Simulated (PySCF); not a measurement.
## RhOI, triplet: data card

All numbers come from UB3LYP in PySCF with Rh def2-SVP with ECP28, O def2-SVP, I def2-SVP with ECP28; scalar-relativistic core potentials, no spin–orbit coupling; density-fitted integrals.

The structure is a higher-order saddle point with 2 imaginary modes (one degenerate set).

```xyz
3
charge 0 multiplicity 3, angstrom
Rh    0.0000    0.0000   -1.2466
O     0.0000    0.0000   -2.9434
I     0.0000    0.0000    1.3819
```

* Point group: C∞v
* Bond lengths: Rh–I 2.629 Å, Rh–O 1.697 Å
* Bond angles: I–Rh–O 180.0°
* Principal polarisabilities: 35.2, 35.5, 117.7 bohr³
* Zero-point energy (real modes): 6.5 kJ/mol
* Spin squared ⟨S²⟩: 2.015
* Atomisation energy without zero-point energy: 580 kJ/mol
* Highest occupied level (α): -7.03 eV
* Rotational constants: 0.03117 cm⁻¹
* Lowest empty level (α): -5.36 eV
* Principal quadrupole moments (Buckingham, traceless) about the centre of mass: -6.89, 3.45, 3.45 D Å
* Dipole moment: 0.91 D

Harmonic modes (masses in u: Rh 102.906, O 15.995, I 126.904):
```csv
symmetry,ω (cm⁻¹),"IR (km/mol, summed over degenerate members)",type
π,961i,–,bend
σ+,206,11.9,stretch
σ+,885,109,stretch
```

In C∞v the vibrations span π + 2σ+.

Charges (e):
```json
{"atom": "Rh1", "Mulliken": "0.47", "Löwdin": "-0.10", "polar tensor": "2.35", "spin (Mulliken)": "0.91", "Mayer order to Rh1": "–"}
{"atom": "O2", "Mulliken": "-0.30", "Löwdin": "-0.01", "polar tensor": "-2.10", "spin (Mulliken)": "0.83", "Mayer order to Rh1": "1.90"}
{"atom": "I3", "Mulliken": "-0.18", "Löwdin": "0.11", "polar tensor": "-0.25", "spin (Mulliken)": "0.27", "Mayer order to Rh1": "1.19"}
```

Mulliken populations on Rh1 (electrons outside its core potential): s 2.25, p 6.39, d 7.87, f 0.01.

Only a few start shapes were tried, so a lower isomer may exist. Open d and f shells are described by one determinant, and the ground state may have another occupation or spin. At this level a triplet minimum of Cs symmetry lies 40 kJ/mol below this structure. Spin–orbit coupling, left out here, can matter for elements this heavy.

The final relaxation and frequency run took about 2.6 core-minutes on a shared host.
